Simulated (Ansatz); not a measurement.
Consider the formal exchange of groups at the Al–Si bond: `[F][Al]([SiH3])[Cl]` + `FC[SiH3]` → `F[CH]([SiH3])[Al]([F])[Cl]` + SiH₄.

Gas-phase electronic energies from Ansatz, PBE0-D4/def2-TZVP geometries. CCSD(T)/CBS adds triple-zeta CCSD(T) − MP2 to the extrapolated MP2 energy (def2 sets, frozen cores). This one scheme is used for every species. One conformer a species, not always the lowest.

| species | CCSD(T)/CBS(def2) energy (Eh) |
| --- | --- |
| `[F][Al]([SiH3])[Cl]` | -1092.61269 |
| `FC[SiH3]` | -429.90570 |
| `F[CH]([SiH3])[Al]([F])[Cl]` | -1231.04760 |
| SiH₄ | -291.46306 |

(1) Work out ΔE.

Largest T1 diagnostic among the species: 0.012.

Answers

(1) ΔE = (-1231.04760) + (-291.46306) − (-1092.61269) − (-429.90570) = 0.00773 Eh = +20.3 kJ/mol.

Leaving LDA and LC-ωPBE aside and taking each functional with its dispersion term where it has one, the values, not all of them listed here, spread over 14.4 kJ/mol, from ωB97M-V to HSE06-D4. LDA lies −4.4 kJ/mol from PBE without D4. At CCSD(T), def2-SVP lies −3.5 kJ/mol from the extrapolated value and def2-TZVPP −0.3 kJ/mol.
